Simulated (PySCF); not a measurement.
Record of a relaxation.

Species: C₅H₄F₂Se.
Atom-mapped SMILES: `[CH:1]#[C:2][CH2:3][C:4](=[Se:5])[CH:6]([F:7])[F:8]` (hydrogens: H9 on C1; H10, H11 on C3; H12 on C6)

Computed by this run: PBE0-D3(BJ)/def2-SVP geometry optimisation, gas phase (PySCF 2.14.0); density fitting, grid level 1; the optimiser is geomeTRIC in internal coordinates, started from a GFN2-xTB structure with every atom displaced at random (about 0.01 Å). The frame can shift and turn from step to step; on so coarse a grid that alone can change the energy by a few meV, and forces under 0.02 eV/Å are noise.

Step 0: E = -75995.5145 eV, largest atomic force 1.945 eV/Å
```
atom  x, y, z in Å  |  force x, y, z in eV/Å
C1      2.505   -0.078   -0.185   -1.826  -0.552  -0.380
C2      1.380   -0.471   -0.424    0.571   0.038  -0.015
C3      0.016   -0.958   -0.653    1.449  -0.293   0.591
C4     -0.846   -0.418    0.411   -1.518  -0.022   0.794
Se5    -1.681   -1.410    1.617    0.384   0.214  -0.378
C6     -1.044    1.081    0.395    0.369   0.626   0.288
F7     -2.028    1.478    1.207   -0.054  -0.023   0.001
F8     -1.335    1.525   -0.855    0.010  -0.337  -0.046
H9      3.459    0.298   -0.002    1.358   0.462   0.269
H10    -0.303   -0.618   -1.621   -0.490   0.255  -0.938
H11     0.026   -2.051   -0.611   -0.132  -0.193  -0.120
H12    -0.109    1.595    0.713   -0.121  -0.175  -0.067
```

Step 1: E = -75995.6145 eV, largest atomic force 0.570 eV/Å
```
atom  x, y, z in Å  |  force x, y, z in eV/Å
C1      2.483    0.023   -0.253    0.536   0.084   0.175
C2      1.396   -0.475   -0.423   -0.307   0.081  -0.083
C3      0.040   -0.974   -0.614   -0.104   0.048  -0.122
C4     -0.915   -0.441    0.430    0.106  -0.061  -0.081
Se5    -1.823   -1.471    1.512   -0.051   0.051   0.045
C6     -1.012    1.072    0.446   -0.043  -0.170  -0.094
F7     -2.024    1.522    1.190   -0.013   0.008   0.017
F8     -1.201    1.489   -0.834   -0.012   0.102   0.054
H9      3.468    0.426   -0.072   -0.171  -0.058  -0.080
H10    -0.325   -0.636   -1.609    0.048  -0.101   0.164
H11     0.021   -2.071   -0.595   -0.009  -0.043  -0.009
H12    -0.066    1.508    0.814    0.020   0.059   0.012
```

Step 2: E = -75995.6217 eV, largest atomic force 0.166 eV/Å
```
atom  x, y, z in Å  |  force x, y, z in eV/Å
C1      2.501    0.015   -0.250   -0.036  -0.140   0.050
C2      1.402   -0.466   -0.422    0.001   0.165  -0.025
C3      0.046   -0.972   -0.615   -0.020  -0.046   0.050
C4     -0.916   -0.442    0.422    0.044   0.063  -0.059
Se5    -1.834   -1.452    1.517    0.013  -0.030  -0.020
C6     -1.023    1.070    0.441    0.003   0.020  -0.027
F7     -2.036    1.506    1.194   -0.044   0.026   0.034
F8     -1.221    1.511   -0.829    0.012  -0.042   0.020
H9      3.489    0.403   -0.082   -0.001   0.020  -0.029
H10    -0.317   -0.650   -1.609   -0.004  -0.016   0.013
H11     0.033   -2.071   -0.589    0.015  -0.010  -0.002
H12    -0.083    1.518    0.813    0.016  -0.010  -0.005
```

Step 3: E = -75995.6233 eV, largest atomic force 0.183 eV/Å
```
atom  x, y, z in Å  |  force x, y, z in eV/Å
C1      2.512    0.002   -0.247   -0.118  -0.139   0.013
C2      1.405   -0.459   -0.419    0.044   0.127  -0.027
C3      0.050   -0.968   -0.610    0.045   0.001   0.043
C4     -0.915   -0.432    0.419   -0.007  -0.026  -0.003
Se5    -1.823   -1.459    1.506   -0.032   0.010   0.026
C6     -1.036    1.079    0.440    0.027   0.023  -0.008
F7     -2.052    1.507    1.194    0.000  -0.012   0.002
F8     -1.236    1.519   -0.829    0.004  -0.040   0.001
H9      3.506    0.377   -0.092    0.042   0.040  -0.004
H10    -0.313   -0.659   -1.606   -0.012   0.016  -0.051
H11     0.040   -2.067   -0.575    0.010   0.016   0.009
H12    -0.097    1.532    0.812   -0.003  -0.016  -0.002
```

Step 4: E = -75995.6249 eV, largest atomic force 0.088 eV/Å
```
atom  x, y, z in Å  |  force x, y, z in eV/Å
C1      2.516   -0.004   -0.243   -0.025  -0.059   0.000
C2      1.403   -0.445   -0.417   -0.004   0.033  -0.024
C3      0.051   -0.962   -0.607    0.040  -0.044   0.031
C4     -0.917   -0.432    0.420   -0.053  -0.031   0.062
Se5    -1.831   -1.452    1.510    0.010   0.001  -0.018
C6     -1.039    1.077    0.437    0.010   0.011   0.028
F7     -2.056    1.507    1.190    0.042  -0.002  -0.034
F8     -1.238    1.507   -0.835   -0.015   0.024  -0.020
H9      3.514    0.365   -0.097    0.027   0.032   0.009
H10    -0.314   -0.659   -1.604   -0.017   0.018  -0.042
H11     0.051   -2.061   -0.570    0.008   0.010   0.009
H12    -0.099    1.530    0.807   -0.022   0.006   0.000
```

Step 5: E = -75995.6254 eV, largest atomic force 0.036 eV/Å
```
atom  x, y, z in Å  |  force x, y, z in eV/Å
C1      2.517   -0.006   -0.242    0.035  -0.009   0.002
C2      1.402   -0.442   -0.417   -0.021   0.001  -0.013
C3      0.051   -0.963   -0.604    0.016  -0.015  -0.002
C4     -0.919   -0.433    0.421   -0.025  -0.001   0.025
Se5    -1.836   -1.453    1.509    0.005   0.007  -0.013
C6     -1.038    1.077    0.435   -0.004   0.013   0.021
F7     -2.055    1.512    1.186    0.007  -0.009  -0.006
F8     -1.237    1.507   -0.838    0.000   0.004  -0.016
H9      3.515    0.365   -0.097   -0.009   0.010   0.004
H10    -0.316   -0.663   -1.603   -0.006   0.001  -0.001
H11     0.056   -2.061   -0.564    0.001   0.000   0.005
H12    -0.100    1.531    0.806    0.001  -0.001  -0.006
```

Step 6: E = -75995.6256 eV, largest atomic force under 0.02 eV/Å
```
atom  x, y, z in Å  |  force x, y, z in eV/Å
C1      2.518   -0.008   -0.241    0.015   0.005  -0.002
C2      1.402   -0.441   -0.417   -0.003  -0.005   0.000
C3      0.052   -0.965   -0.601    0.001   0.007  -0.008
C4     -0.921   -0.433    0.422    0.009   0.007  -0.007
Se5    -1.842   -1.450    1.507   -0.007  -0.002   0.002
C6     -1.037    1.078    0.433   -0.006  -0.003   0.007
F7     -2.054    1.514    1.182   -0.002   0.002  -0.001
F8     -1.234    1.506   -0.841    0.002  -0.001  -0.002
H9      3.514    0.369   -0.096   -0.011  -0.001   0.002
H10    -0.317   -0.669   -1.602    0.001  -0.008   0.012
H11     0.058   -2.063   -0.557   -0.001  -0.003   0.003
H12    -0.099    1.531    0.804    0.003   0.002  -0.004
```

Task: Summarise the path.

Result: The energy falls by 10.72 kJ/mol from step 0 to step 6; nine tenths of that is first reached at step 1. It falls at every step. The largest force goes from 1.945 to under 0.02 eV/Å. Among the bonds C3–C4 changes most, from 1.472 to 1.509 Å; the atoms move by 0.095 Å rms after alignment.

Task: Follow the three bonds and two angles with the largest change from start to end.

Result: 
| step | E above end (kJ/mol) | largest force (eV/Å) | C3–C4 (Å) | C1–H9 (Å) | C3–H10 (Å) | C2–C3–C4 (°) | C4–C3–H10 (°) |
| --- | --- | --- | --- | --- | --- | --- | --- |
| 0 | 10.72 | 1.945 | 1.472 | 1.042 | 1.074 | 108.1 | 111.2 |
| 1 | 1.07 | 0.570 | 1.512 | 1.079 | 1.112 | 112.1 | 107.7 |
| 2 | 0.38 | 0.166 | 1.511 | 1.075 | 1.106 | 112.3 | 107.8 |
| 3 | 0.22 | 0.183 | 1.509 | 1.073 | 1.104 | 112.4 | 107.8 |
| 4 | 0.07 | 0.088 | 1.507 | 1.074 | 1.104 | 112.5 | 107.9 |
| 5 | 0.02 | 0.036 | 1.508 | 1.075 | 1.106 | 112.5 | 107.8 |
| 6 | 0.00 | under 0.02 | 1.509 | 1.075 | 1.106 | 112.6 | 107.7 |

What follows is the cost of the whole optimisation. The run took 2.1 min on an Arm Neoverse N1 with one thread (shared host), and the process peaked at 0.59 GiB of memory.
